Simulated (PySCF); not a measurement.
# Reading the logs of faulty runs: BGeH5NSi cation

These are calculations, not measurements. They come from PySCF 2.14.0, an open-source quantum chemistry program, on an isolated molecule that a program drew, which may never have been made. The molecule is BGeH5NSi cation (charge +1, singlet), drawn as the SMILES string `[BH2][GeH+][N]=[SiH2]`.

Each row is a Hartree-Fock (HF) and frozen-core CCSD(T) single point in the cc-pV(D+d)Z basis, meant for a local HF minimum. Run 1 is clean. Each other run has one planted mistake out of seven kinds, and not every kind appears here: one electron removed, one electron added, multiplicity raised by two, geometry at a saddle point, minimal basis STO-3G, one bond length entered in bohr, all coordinates scaled. The reference is restricted for singlets and unrestricted otherwise, and also for a bond in bohr. Adding or removing an electron swaps singlet and doublet. Electrons count all cores. HOMO and LUMO are orbital energies over both spins, the gradient is its largest component, and the lowest frequency (negative if imaginary) is given only where the gradient is small. Bond lengths are over the 8 bonds as drawn. T1 is the CCSD diagnostic: over 0.02 (restricted) or 0.045 (unrestricted) a single reference is doubtful. Germanium has the cc-pVDZ-PP basis, with a core potential (ECP10MDF) in place of its 10 inner electrons, and its 3s, 3p and 3d shells are frozen in CCSD(T).

Geometry of the clean run:
```xyz
9
BGeH5NSi cation, angstrom
B     0.7138    1.3745   -2.6684
Ge    0.8932    0.4446   -0.8106
N    -0.3807    0.4984    0.3246
Si   -1.5302    0.5193    1.4113
H     0.2663    0.7416   -3.5698
H     1.0600    2.5079   -2.7625
H     2.1267   -0.3180   -0.3560
H    -1.6228    1.5812    2.4120
H    -2.5644   -0.5134    1.4565
```

| run | electrons | basis functions | <S^2> | HOMO (eV) | LUMO (eV) | gradient (hartree/bohr) | lowest frequency (cm^-1) | mean bond (Å) | longest bond (Å) | T1 | HF (hartree) | CCSD(T) (hartree) | mistake |
|---|---|---|---|---|---|---|---|---|---|---|---|---|---|
| 1 | 62 | 99 | 0.000 | -15.38 | -3.54 | 2.6e-05 | 98 | 1.5245 | 2.085 | 0.0205 | -664.07341 | -664.54122 | no fault |
| 2 | 62 | 99 | 2.041 | -11.05 | -5.66 | 1.1e-01 | - | 1.5245 | 2.085 | 0.0222 | -663.95431 | -664.38475 | multiplicity raised by two |
| 3 | 62 | 99 | 0.703 | -14.44 | -3.98 | 1.7e-02 | - | 1.6567 | 2.247 | 0.0623 | -663.95007 | -664.41770 | ? |
| 4 | 61 | 99 | 0.764 | -21.24 | -11.90 | 7.7e-02 | - | 1.5245 | 2.085 | 0.0964 | -663.57982 | -663.99386 | ? |

**Which mistake was planted in run 3, and what did it cost?**

The mean bond changes by a factor of 1.087 and the longest by 1.078, so the molecule wasn't scaled as a whole. A length L in bohr read as angstrom grows by (1/0.5292 - 1) L = 0.890 L. The 8 bonds together grew by 8 x 0.1322 = 1.058 Å, which gives L = 1.189 Å. That is the length of one of the B-H bonds, 1.189 Å in the clean geometry. So the mistake is: one bond length entered in bohr. Subtracting run 1 and multiplying by 627.51 kcal/mol a hartree, the energy moved by 77.4 kcal/mol in HF and 77.5 kcal/mol in CCSD(T).

**Which mistake was planted in run 4, and what did it cost?**

It counts 61 electrons, one fewer than the clean run, at the same geometry and basis. So the mistake is: one electron removed. Subtracting run 1 and multiplying by 627.51 kcal/mol a hartree, the energy moved by 309.7 kcal/mol in HF and 343.5 kcal/mol in CCSD(T).

Cautions from the logs. Run 1: T1 is over the limit, so its CCSD(T) energy is less reliable; run 3: T1 is over the limit, so its CCSD(T) energy is less reliable; run 4: T1 is over the limit, so its CCSD(T) energy is less reliable.
